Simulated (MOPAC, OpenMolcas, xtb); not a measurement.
**C2H5NSi (SMILES C[SiH2]C#N): the HOMO–LUMO gap, rung by rung**

C2H5NSi: 9 atoms, total charge 0, spin state singlet. SMILES: `C[SiH2]C#N`. The shape is that of a PBE0-D4/def2-TZVP optimisation.

Quantity: the HOMO–LUMO gap, in eV. The values are calculated.

| level | kind | program | value (eV) | CPU time |
| --- | --- | --- | --- | --- |
| PM6 | semi-empirical | MOPAC | 11.29 | under 2 s |
| GFN2-xTB | semi-empirical | xtb | 4.33 | under 2 s |
| HF/cc-pVDZ | Hartree–Fock | OpenMolcas | 15.85 | 19 s |
| SVWN5/cc-pVDZ | LDA | OpenMolcas | 6.84 | 52 s |
| BLYP/cc-pVDZ | GGA | OpenMolcas | 6.90 | 55 s |
| r2SCAN/cc-pVDZ | meta-GGA | OpenMolcas | 7.45 | 72 s |
| B3LYP/cc-pVDZ | global hybrid | OpenMolcas | 8.75 | 42 s |
| B2PLYP/cc-pVDZ | double hybrid | OpenMolcas | 11.71 | 27 s |

The values span 4.33 to 15.85 eV. Orbital gaps aren't excitation energies, and those of double hybrids come from the SCF part alone; they tend to grow with the share of exact exchange. CPU times are rough (shared hosts, several kinds of processor and program).
